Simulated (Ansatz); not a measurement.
Isolated molecules relaxed with PBE0-D4/def2-TZVP in Ansatz; ΔE leaves out vibrations. CCSD(T)/CBS adds triple-zeta CCSD(T) − MP2 to the extrapolated MP2 energy (def2 sets, frozen cores). DFT in def2-TZVPP. One conformer a species, not always the lowest.

`[CH3][Al]([SiH3])[CH2]O` → `[CH3][AlH][O]C[SiH3]`  (isomerisation)

| level | ΔE (eV) |
| --- | --- |
| r2SCAN-D4 | -1.40 |
| HF/def2-TZVPP | -1.59 |
| MP2/def2-TZVPP | -1.52 |
| CCSD/def2-TZVPP | -1.44 |

What does CCSD(T)/CBS give? (An estimate is asked.)

Computed: -1.41 eV. The listed levels differ from it by 0.01, -0.18, -0.11, -0.03 eV.

Largest T1 diagnostic among the species: 0.012.

In def2-TZVPP, CCSD(T) changes the Hartree–Fock value by +0.17 eV (the triples alone add +0.02 eV) and MP2 by +0.07 eV. From PBE to PBE0 (25 % exact exchange), in def2-TZVPP and without D4, ΔE moves by −0.04 eV.
